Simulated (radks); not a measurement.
Problem. Ionisation ladder of niobium, from Nb to Nb11+. Each ion is in the ground configuration listed by NIST, and IE = E(next ion) - E(this ion). All-electron calculation, scalar-relativistic Kohn-Sham, BLYP, spin-unpolarised, spherical densities, point nucleus. Program: a radial shooting solver on a logarithmic mesh with Libxc functionals.

| species | configuration | IE, Delta-SCF (eV) | <r> HOMO (bohr) |
|---|---|---|---|
| Nb | [Kr] 4d4 5s1 | 6.669 | 2.23 |
| Nb+ | [Kr] 4d4 | 13.990 | 2.08 |
| Nb2+ | [Kr] 4d3 | 24.646 | 1.87 |
| Nb3+ | [Kr] 4d2 | 36.808 | 1.72 |
| Nb4+ | [Kr] 4d1 | ? | 1.62 |
| Nb5+ | [Kr] | 102.60 | 1.23 |
| Nb6+ | [Ar] 3d10 4s2 4p5 | ? | 1.20 |
| Nb7+ | [Ar] 3d10 4s2 4p4 | 139.38 | 1.17 |
| Nb8+ | [Ar] 3d10 4s2 4p3 | 158.62 | 1.15 |
| Nb9+ | [Ar] 3d10 4s2 4p2 | ? | 1.12 |
| Nb10+ | [Ar] 3d10 4s2 4p1 | 198.52 | 1.10 |
| Nb11+ | [Ar] 3d10 4s2 | ? | 1.02 |

Estimate the withheld Delta-SCF values.

Solution. Nb4+: 50.195 eV (NIST 50.573); Nb6+: 120.69 eV (NIST 119.1); Nb9+: 178.36 eV (NIST 180); Nb11+: 248.37 eV (NIST 246.1).

Beside tabulated values, note that spin-unpolarised runs miss the spin-polarisation part of the exchange energy of open shells.
